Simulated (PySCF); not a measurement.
H$_{6}$B$_{2}$Se$_{2}$, SMILES `[BH2-]1[SeH+][BH2-][SeH+]1` (charge 0, multiplicity 1)

Calculation: PySCF with CAM-B3LYP-D3(BJ)/def2-TZVP // CAM-B3LYP-D3(BJ)/def2-SVP.

The HOMO is -8.91 eV. The dipole moment comes out as 0.03 D. The LUMO comes out as 0.52 eV, the HOMO–LUMO gap is 9.43 eV and the S1 excitation (TDA) is 5.96 eV. The S1 oscillator strength is 0.000. The T1 excitation (TDA) is 5.41 eV and the S1–T1 gap (TDA) comes out as 0.55 eV. The vertical ionisation energy (Delta-SCF) is 9.74 eV. The total energy comes out as -4856.6626 Ha and the cost is very roughly 6 core-minutes.

Bonds (Å): B1–Se2 2.114, B1–Se4 2.113, B1–H5 1.204, B1–H6 1.204, Se2–B3 2.114, Se2–H7 1.468, B3–Se4 2.113, B3–H8 1.204, B3–H9 1.204, Se4–H10 1.468. Angles (°): Se2–B1–Se4 97.1, Se2–B1–H5 110.3, Se2–B1–H6 109.6, Se4–B1–H5 109.3, Se4–B1–H6 110.5, H5–B1–H6 118.1, B1–Se2–B3 82.8, B1–Se2–H7 97.8, B3–Se2–H7 97.8, Se2–B3–Se4 97.1, Se2–B3–H8 109.6, Se2–B3–H9 110.3, Se4–B3–H8 110.5, Se4–B3–H9 109.3, H8–B3–H9 118.1, B1–Se4–B3 82.9, B1–Se4–H10 97.7, B3–Se4–H10 97.7.
